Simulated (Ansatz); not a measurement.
Gas-phase electronic energies from Ansatz, PBE0-D4/def2-TZVP geometries. CBS: MP2 limit from def2 TZ/QZ plus the TZ coupled-cluster correction, frozen cores. This one scheme is used for every species, atoms too. Functionals use def2-TZVPP. B3LYP here is the variant with VWN-RPA as its local correlation; programs differ in this. Open shells (•) are unrestricted, without spin–orbit coupling. Spin–orbit coupling would lower the free atoms: a little for C, F, O, Si. Each species was taken in one conformer, which may not be the lowest.

Reaction (atomization): `C[SiH](F)N[SiH2]O` → C• + F• + 8 H• + N• + O• + 2 Si•

```csv
level,ΔE (kJ/mol)
r2SCAN-D4,5242.7
B3LYP-D4,5243.3
```

**Question.** What does CCSD(T)/CBS give? (Estimate.)

**Answer.** The calculation gave: +5270.9 kJ/mol. The listed levels differ from it by -28.2, -27.6 kJ/mol.

Largest T1 diagnostic among the species: 0.012.

From PBE to PBE0 (25 % exact exchange), in def2-TZVPP and without D4, ΔE moves by −70.5 kJ/mol: exact exchange takes away binding that semilocal exchange gives to molecules. The D4 term adds +52.9 kJ/mol with B3LYP and +28.2 kJ/mol with PBE0; it sums over pairs of atoms, weighted by their polarisabilities, and B3LYP, whose exchange is more repulsive, gets the larger term. In def2-TZVPP, CCSD(T) changes the Hartree–Fock value by +1256.3 kJ/mol (the triples alone add +65.2 kJ/mol) and MP2 by +1338.2 kJ/mol; breaking electron pairs costs correlation energy, which Hartree–Fock lacks.

For atomizations the MP2-based limit and the directly extrapolated one differ by several kJ/mol either way, and by 10 to 25 for some Ge, Se and Sn compounds, so smaller differences from it don't rank the levels.
